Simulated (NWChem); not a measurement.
Si$_{2}$H$_{3}$Br, singlet; SMILES [SiH3][Si]Br

Results from NWChem. Pople sets run with spherical d functions. Low-valent species are run as closed-shell singlets; no triplet was tried in these runs. Geometry: optimised at PBE0/def2-SVP. Ions are spin-unrestricted doublets at the neutral geometry; other ion states weren't tried.

Q: Predict the results for M06-2X/6-31G*. Quantities: vertical ionisation energy, ΔSCF (eV); −ε(HOMO) (eV).

A: 
```json
{
 "vertical ionisation energy, ΔSCF (eV)": "8.61",
 "−ε(HOMO) (eV)": "7.46"
}
```
